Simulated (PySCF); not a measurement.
Run record: excited-state job, `[I][In-]([I])([I])[I]` ([InI4]-).

Method: TDDFT B3LYP/def2-SVPD, vertical, gas phase, core orbitals frozen in the response, def2 core potentials past Kr (PySCF 2.14.0, density-fitted response routines). Geometry: PBE0-D3(BJ)/def2-SVP. The command runs a driver script over a list of jobs; the input below is this job's line of settings and its coordinates in Å.

Command:
```bash
OMP_NUM_THREADS=1 python probes_run.py task.json out
```

Input:
```
{"job": {"kind": "uv", "xc": "B3LYP", "basis": "def2-SVPD", "ip": false, "nstates": 10}, "charge": -1, "multiplicity": 1}
In     0.006984    -0.017600    -0.011170
I     -0.082851    -0.055180     2.735098
I      2.633749    -0.055041    -0.824446
I     -1.208201     2.252717    -0.958218
I     -1.274832    -2.235376    -1.003384
```

Output:
```
coarse grid: 40192 points
cycle   1  E = -1375.9773011263  dE = -1.450e+02  |g| = 5.848e+00  |ddm| = 2.350e+01
cycle   2  E = -1365.9571480293  dE =  1.002e+01  |g| = 6.584e+00  |ddm| = 1.152e+02
cycle   3  E = -1379.7669508520  dE = -1.381e+01  |g| = 2.242e+00  |ddm| = 1.145e+02
cycle   4  E = -1381.0477161180  dE = -1.281e+00  |g| = 1.364e+00  |ddm| = 5.256e+00
cycle   5  E = -1381.7049305071  dE = -6.572e-01  |g| = 2.538e-01  |ddm| = 2.405e+00
cycle   6  E = -1381.7198301598  dE = -1.490e-02  |g| = 7.153e-02  |ddm| = 4.907e-01
cycle   7  E = -1381.7214921563  dE = -1.662e-03  |g| = 2.565e-02  |ddm| = 1.715e-01
cycle   8  E = -1381.7217196641  dE = -2.275e-04  |g| = 3.705e-03  |ddm| = 4.924e-02
cycle   9  E = -1381.7217232678  dE = -3.604e-06  |g| = 6.308e-04  |ddm| = 6.703e-03
final grid: 70224 points
cycle  10  E = -1381.7218031956  dE =  1.239e-08  |g| = 8.170e-04  |ddm| = 2.764e-03
cycle  11  E = -1381.7218028530  dE =  3.427e-07  |g| = 1.246e-03  |ddm| = 2.930e-03
cycle  12  E = -1381.7218034480  dE = -5.950e-07  |g| = 1.622e-04  |ddm| = 1.875e-03
cycle  13  E = -1381.7218034555  dE = -7.497e-09  |g| = 1.605e-05  |ddm| = 2.714e-04
cycle  14  E = -1381.7218034556  dE = -8.913e-11  |g| = 3.330e-06  |ddm| = 3.095e-05
converged SCF energy = -1381.7218034556

Static polarisability (au): isotropic 215.916, principal 215.642 215.903 216.203

Singlet excitations
state   eV       nm        f      main configurations
  1   3.4297    361.5   0.00003   H->L 0.99
  2   3.4351    360.9   0.00004   H-1->L 0.99
  3   3.4428    360.1   0.00002   H-2->L 0.99
  4   3.7744    328.5   0.07685   H-3->L 0.94
  5   3.7759    328.4   0.07598   H-4->L 0.89
  6   3.7779    328.2   0.07620   H-5->L 0.87
  7   3.8180    324.7   0.00050   H-6->L 0.99
  8   3.8199    324.6   0.00081   H-7->L 0.98
  9   5.2020    238.3   0.13303   H-8->L 0.84
 10   5.2151    237.7   0.13460   H-9->L 0.84

Triplet excitations (Tamm-Dancoff, eV): 3.2250 3.2299 3.2368 3.4092
```

The SCF starts on a coarse grid where the log names one; the energy can jump when the final grid takes over, and dE then counts from the start density on the new grid. H and L stand for HOMO and LUMO; the number after each pair is its weight.

Task: Give S1 in cm⁻¹ and kJ/mol.

Result: 3.4297 eV × 8065.54 = 27662 cm⁻¹; × 96.485 = 330.9 kJ/mol.

In short: HOMO -3.60 eV, LUMO 0.62 eV; lowest singlet 3.43 eV; lowest triplet 3.23 eV (Tamm–Dancoff); mean polarisability 215.9 au.

Atoms past krypton carry effective core potentials; spin–orbit coupling is left out. The geometry optimisation had not met its thresholds, so the values belong to a structure short of the stationary point.

On one thread, Intel Xeon at 2.50 GHz (x86_64), shared host with 64 logical CPUs at a one-minute load of 61, this took 2.0 min of wall time (with the writing of density and orbital grids) and 0.78 GiB of memory at its peak.
Labels such as C1 count atoms from 1, the log's own numbers from 0.
